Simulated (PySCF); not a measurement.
## Checking a proposed structure

A compound C₄H₈N₂Si gives the data below (simulated from a calculation) and was assigned the structure `Cc1cn([SiH3])cn1`.

13C{1H} NMR (computed): δ 144.4 (CH), 136.6 (CH), 134.4 (C), 12.3 (CH3).

1H NMR (300 MHz, computed): δ 7.20 (m, 1H), 7.15 (m, 1H), 5.03 (s, 3H), 2.48 (s, 3H).

Relativity neglected, rapidly exchanging positions averaged, a single conformation, gas phase. Geometry: GFN2-xTB; shieldings: GIAO PBE0/pcSseg-1; PySCF 2.14.0 with density-fitted response routines.

Shifts are taken against calculated references (same method and geometry level): 1H (σ = 31.72 ppm), 13C (σ = 186.93 ppm) against TMS.

(1) Compare with the shifts computed for the proposed structure, pairing carbons in order of shift.

(2) Which isomer fits?

Answers

(1) Numbering as in the mapped SMILES `[CH3:1][c:2]1[cH:3][n:4]([SiH3:5])[cH:6][n:7]1`. Hydrogens are named by the atom that carries them.

| atom | computed for proposal | given list | difference |
| --- | --- | --- | --- |
| C2 | 149.6 | 144.4 | +5.2 |
| C6 | 144.9 | 136.6 | +8.3 |
| C3 | 120.7 | 134.4 | -13.7 |
| C1 | 16.6 | 12.3 | +4.3 |

The rms difference is 8.7 ppm and the largest -13.7 ppm at C3 (aromatic CH next to a ring nitrogen). The carbon types in order of shift don't match either: C, CH, CH, CH3 for the proposal against CH, CH, C, CH3 in the data. The proposal doesn't fit.

(2) SMILES Cc1cncn1[SiH3].

1. Carbon types of the structure: 1 × C, 2 × CH, 1 × CH3, leaving 3 H on heteroatoms.
2. δC 144.4: aromatic CH between two ring heteroatoms.
3. δC 136.6: aromatic CH next to a ring nitrogen.
4. δC 134.4: substituted aromatic carbon next to a ring nitrogen.
5. δH 7.15: hydrogen on an aromatic CH next to a ring nitrogen; ring-current deshielding.

The data come from this structure; uniqueness wasn't tested.

Shifts are as computed. Against solution values, carbons near 30 ppm lie about +3 ppm off and those near 130 ppm about +5 ppm. Of 1211 compounds with measured shifts, 218 miss one by over three times the rms of a fit or turn the order of signals round; such compounds aren't used in these exercises. No couplings were computed; multiplicities are counted from neighbouring protons, with m where these are inequivalent, close in shift, in a saturated or five-membered ring or joined by F or P, and br s for small geminal =CH2 splittings.
